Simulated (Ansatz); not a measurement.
Stepwise reaction of `[SiH3][SiH2][SiH2][SiH2][SiH2][SiH3]` with hydrogen, as a gas-phase model of exchange steps in deposition or etching. ΔE in kJ/mol.

Isolated molecules relaxed with PBE0-D4/def2-TZVP in Ansatz; ΔE leaves out vibrations. CBS: MP2 limit from def2 TZ/QZ plus the TZ coupled-cluster correction, frozen cores. This one scheme is used for every species. DFT in def2-TZVPP. B3LYP here is the variant with VWN-RPA as its local correlation; programs differ in this. Each species was taken in one conformer, which may not be the lowest.

| step | reaction | PBE-D4 | B3LYP-D4 | ωB97M-V | CCSD(T)/CBS |
| --- | --- | --- | --- | --- | --- |
| 1 | `[SiH3][SiH2][SiH2][SiH2][SiH2][SiH3]` + H₂ → `[SiH3][SiH2][SiH2][SiH3]` + `[SiH3][SiH3]` | 13.1 | -0.6 | -6.3 | -0.4 |

(1) Give the row of step 2, `[SiH3][SiH2][SiH2][SiH3]` + H₂ → `[SiH3][SiH3]` + `[SiH3][SiH3]`. (Estimate.)

(2) By hand: ΔE of the 2 steps together at CCSD(T)/CBS.

## Answers

(1) Computed: 
| step | reaction | PBE-D4 | B3LYP-D4 | ωB97M-V | CCSD(T)/CBS |
| --- | --- | --- | --- | --- | --- |
| 2 | `[SiH3][SiH2][SiH2][SiH3]` + H₂ → `[SiH3][SiH3]` + `[SiH3][SiH3]` | 9.0 | -5.7 | -10.4 | -4.3 |

(2) (-0.4) + (-4.3) = -4.7 kJ/mol, or -2.4 kJ/mol a step.

In ΔE the steps differ by no more than 3.9 kJ/mol. PBE-D4 differs from CCSD(T)/CBS by 13.3 to 13.5 kJ/mol a step. Isolated molecules leave out the surface, adducts and barriers. Largest T1 diagnostic: 0.014.
